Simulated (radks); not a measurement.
Problem. The boron ion B2+, [He] 2s1. Method: non-relativistic Kohn-Sham, exchange-only LDA, spin-polarised, spherical densities, point nucleus; computed with a radial shooting solver on a logarithmic mesh with Libxc functionals. Every spin shell is full or empty, so the densities are truly spherical. Functionals are evaluated on that one density, not self-consistently. Rank these orbital-free kinetic functionals by their error against the exact value of the orbitals, and give that value: Thomas-Fermi, von Weizsacker, revAPBEK, Perdew 92, Thakkar, Pearson, LKT, PG1, DePristo-Kress, Ernzerhof.

Solution. Exact: 22.9460 hartree. From best to worst, with 100 (|E| - |E exact|)/|E exact| (equal figures are ties): DePristo-Kress -0.12, Perdew 92 +0.58, Thakkar +0.59, revAPBEK +1.16, Ernzerhof +3.35, Pearson -3.95, von Weizsacker -4.99, Thomas-Fermi -9.99, PG1 +48.81, LKT +56.17.
